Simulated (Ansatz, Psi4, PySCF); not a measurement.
Molecule: Si2N2H7, charge 0, multiplicity 2. SMILES: N([SiH2])[SiH2]N
Geometry from a B3LYP-D3(BJ)/def2-TZVP (Ansatz, a first-principles code) optimisation:
```
N
H 1 1.0128
Si 1 1.7319 2 114.92
N 3 1.7151 1 110.50 2 -47.12
H 4 1.0069 3 120.71 1 143.12
H 4 1.0075 5 111.92 3 -155.72
Si 1 1.7336 2 115.26 3 -173.88
H 3 1.4823 4 104.30 5 21.40
H 3 1.4825 8 109.49 4 124.68
H 7 1.4877 1 108.10 2 -159.71
H 7 1.4924 10 110.21 1 -118.87
```
Charge 0, spin multiplicity 2.

Property: size of the dipole moment, in D. Terms: non-relativistic; UHF or UKS for open shells; LANL2DZ with its own core potentials from Na on; no spin-orbit coupling; dispersion terms only where a functional's name holds one; six Cartesian d functions in 6-31G* and its kin unless marked 5d. First-principles rows: single points at B3LYP-D3(BJ) geometries (Ansatz).

```tsv
level	program	size of the dipole moment (D)
PBE/LANL2DZ	Ansatz	1.96
PBE/6-31G*	Ansatz	2.22
B3LYP/3-21G	Ansatz	2.32
B3LYP/6-31G*	Ansatz	2.10
B3LYP/cc-pVDZ	Ansatz	2.16
wB97X-D/6-31G*	Psi4	2.09
B3PW91/6-31G* (5d)	PySCF	2.10
```

No value to compare with is used here. The 7 habitual levels span 1.96 (PBE/LANL2DZ) to 2.32 D (B3LYP/3-21G).

The levels are drawn from those run, B3LYP/6-31G* more often than the rest, none by its result; left out are runs that failed, that the program found above a lower state of the same kind, or whose <S^2> lies over 0.5 above the pure value.
